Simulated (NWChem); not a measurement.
# MnCl$_{2}$, sextet; SMILES [Cl][Mn][Cl]

Program: NWChem. Pople sets run with spherical d functions. Spin-unrestricted. No stability test was run on the SCF state. Each level has its own optimisation; frequencies are unscaled.

```json
[
 {"level": "LDA (Slater exchange, VWN5)/def2-SVP", "r Cl–Mn (Å)": "2.130", "highest harmonic frequency (cm⁻¹)": "518", "lowest (cm⁻¹)": "61", "zero-point energy (kcal/mol)": "1.3", "dipole (D)": "0.06"},
 {"level": "UHF/6-31G*", "r Cl–Mn (Å)": "2.259", "highest harmonic frequency (cm⁻¹)": "466", "lowest (cm⁻¹)": "79", "zero-point energy (kcal/mol)": "1.2", "dipole (D)": "0.10"},
 {"level": "B3LYP/6-31G*", "r Cl–Mn (Å)": "…", "highest harmonic frequency (cm⁻¹)": "…", "lowest (cm⁻¹)": "75", "zero-point energy (kcal/mol)": "1.3", "dipole (D)": "0.10"}
]
```

Task: Complete the blanks.

Result: 
- B3LYP/6-31G*, r Cl–Mn (Å): 2.191
- B3LYP/6-31G*, highest harmonic frequency (cm⁻¹): 479
